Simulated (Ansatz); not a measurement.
(KH)2 ring (K2H2). Charge 0, multiplicity 1. Geometry PBE0-D4/def2-TZVP.

```csv
atom,x (Å),y (Å),z (Å)
K1,1.215,-0.367,1.256
H2,0.658,-1.233,-0.997
K3,-1.215,0.367,-1.256
H4,-0.658,1.233,0.997
```

LC-ωPBE has ω = 0.4 bohr⁻¹.

Q: Estimate the orbital energies around the gap (eV) in Ansatz with PBE-D4/def2-SVP, PBE-D4/def2-TZVP, r2SCAN-D4/def2-TZVP, PBE0-D4/def2-TZVP, LC-ωPBE/def2-TZVP.

A: 
| orbital | PBE-D4/def2-SVP | PBE-D4/def2-TZVP | r2SCAN-D4/def2-TZVP | PBE0-D4/def2-TZVP | LC-ωPBE/def2-TZVP |
| --- | --- | --- | --- | --- | --- |
| HOMO−9 | -34.05 | -33.79 | -35.18 | -37.17 | -39.98 |
| HOMO−8 | -34.04 | -33.77 | -35.17 | -37.15 | -39.95 |
| HOMO−7 | -17.96 | -17.71 | -18.34 | -19.73 | -22.78 |
| HOMO−6 | -17.95 | -17.70 | -18.32 | -19.73 | -22.75 |
| HOMO−5 | -17.94 | -17.69 | -18.31 | -19.70 | -22.72 |
| HOMO−4 | -17.78 | -17.53 | -18.14 | -19.56 | -22.59 |
| HOMO−3 | -17.75 | -17.50 | -18.11 | -19.52 | -22.53 |
| HOMO−2 | -17.75 | -17.49 | -18.10 | -19.51 | -22.52 |
| HOMO−1 | -3.85 | -3.87 | -3.93 | -4.88 | -7.54 |
| HOMO | -3.25 | -3.31 | -3.43 | -4.30 | -6.88 |
| LUMO | -1.06 | -1.02 | -0.29 | -0.53 | 0.42 |
| LUMO+1 | -0.74 | -0.73 | -0.01 | -0.27 | 0.69 |
| LUMO+2 | 0.03 | 0.08 | 0.61 | 0.61 | 1.97 |
| LUMO+3 | 0.67 | 0.84 | 1.65 | 1.28 | 2.48 |
| LUMO+4 | 0.82 | 0.85 | 1.68 | 1.38 | 2.57 |
| LUMO+5 | 0.89 | 0.93 | 1.68 | 1.48 | 2.65 |
